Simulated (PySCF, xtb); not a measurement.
arsenic trifluoride (AsF3), SMILES F[As](F)F.

Geometry optimised at ωB97X-D3(BJ)/def2-SVP.

These are C-PCM-B3LYP/def2-SVP (PySCF) values and carry that method's errors.

The values are the electrostatic part of the solvation free energy, E(continuum) − E(gas) at the gas-phase geometry, in a cavity of scaled van der Waals radii (PySCF's table); cavitation and dispersion terms are not included. In vacuum the orbital gap is 8.51 eV. The dipole moment in vacuum is 2.52 D.

Computed values in water (ε = 78.36), 2-propanol (ε = 19.26), tetrahydrofuran (ε = 7.43):
```tsv
solvent	ε	ΔG(elec) (kcal/mol)	dipole (D)	gap (eV)
water	78.36	-5.2	3.05	8.63
2-propanol	19.26	-4.9	3.03	8.63
tetrahydrofuran	7.43	-4.4	2.98	8.62
```

For comparison, GFN2-xTB/ALPB(water) (xtb, at the GFN2-xTB geometry, all terms of that model) gives -0.9 kcal/mol.
